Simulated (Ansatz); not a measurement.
The Cd atom.

Charge 0, multiplicity 1. Cd takes the def2 core potential.

Q: List the PBE/def2-TZVPP orbital energies in eV (Ansatz). (Best estimate.)

A: Computed: Occupied: -107.68, -68.19, -68.19, -68.19, -11.54, -11.54, -11.54, -11.54, -11.54, -5.69. Lowest empty: -1.04, -1.04, -1.04, 2.87, 5.85, 5.85, 5.85, 12.21.
